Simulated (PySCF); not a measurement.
Si sites compared

Gas-phase molecules, one conformer each, optimised by PBE0-D3(BJ)/def2-SVP. No frequency run checks that these structures are minima. Shifts by GIAO PBE0/pcSseg-1 against computed TMS. Core levels by delta-SCF with SCAN, pcX-2 on the ionised atom and pcseg-1 elsewhere, spin-free X2C (2p3/2 is the spin-free 2p value less a third of a first-order spin-orbit splitting); from the vacuum level. Excitations by CAM-B3LYP/def2-SVPD.

Question: Order these by the lowest singlet (eV), lowest first.
A. OB(O)O[Si]([SiH3])([SiH3])[SiH3] (Si bonded to 1 O + 3 Si)
B. FC(F)(F)[Si]([SiH3])([SiH3])[SiH3] (Si bonded to 1 C + 3 Si)
C. N[SiH2]O[Si]([SiH3])([SiH3])[SiH3] (Si bonded to 1 O + 3 Si)
D. [SiH3][Si]([SiH3])([SiH3])P (Si bonded to 1 P + 3 Si)
E. [OH][Al]([OH])[O][Si]([SiH3])([SiH3])[SiH3] (Si bonded to 1 O + 3 Si)
F. [SiH3][Si]([SiH3])([SiH3])[SiH3] (Si bonded to 4 Si)
G. [SiH3][Si]([SiH3])([SiH3])Cl (Si bonded to 1 Cl + 3 Si)

Answer: E (5.4), G (5.66), C (5.71), A (5.8), D (6.01), B (6.56), F (6.69).

Question: Give the other values.

Answer: 
```json
{"structure (SMILES)": "N[SiH2]O[Si]([SiH3])([SiH3])[SiH3]", "Si bonded to": "1 O + 3 Si", "shift of Si (ppm)": "-12.8", "core level of Si (eV)": "106.39", "lowest singlet (eV)": "5.71"}
{"structure (SMILES)": "[SiH3][Si]([SiH3])([SiH3])Cl", "Si bonded to": "1 Cl + 3 Si", "shift of Si (ppm)": "-8.0", "core level of Si (eV)": "106.86", "lowest singlet (eV)": "5.66"}
{"structure (SMILES)": "FC(F)(F)[Si]([SiH3])([SiH3])[SiH3]", "Si bonded to": "1 C + 3 Si", "shift of Si (ppm)": "-73.5", "core level of Si (eV)": "106.36", "lowest singlet (eV)": "6.56"}
{"structure (SMILES)": "[SiH3][Si]([SiH3])([SiH3])P", "Si bonded to": "1 P + 3 Si", "shift of Si (ppm)": "-112.1", "core level of Si (eV)": "105.89", "lowest singlet (eV)": "6.01"}
{"structure (SMILES)": "OB(O)O[Si]([SiH3])([SiH3])[SiH3]", "Si bonded to": "1 O + 3 Si", "shift of Si (ppm)": "0.9", "core level of Si (eV)": "106.49", "lowest singlet (eV)": "5.80"}
{"structure (SMILES)": "[SiH3][Si]([SiH3])([SiH3])[SiH3]", "Si bonded to": "4 Si", "shift of Si (ppm)": "-159.1", "core level of Si (eV)": "105.65", "lowest singlet (eV)": "6.69"}
{"structure (SMILES)": "[OH][Al]([OH])[O][Si]([SiH3])([SiH3])[SiH3]", "Si bonded to": "1 O + 3 Si", "shift of Si (ppm)": "-1.8", "core level of Si (eV)": "106.33", "lowest singlet (eV)": "5.40"}
```
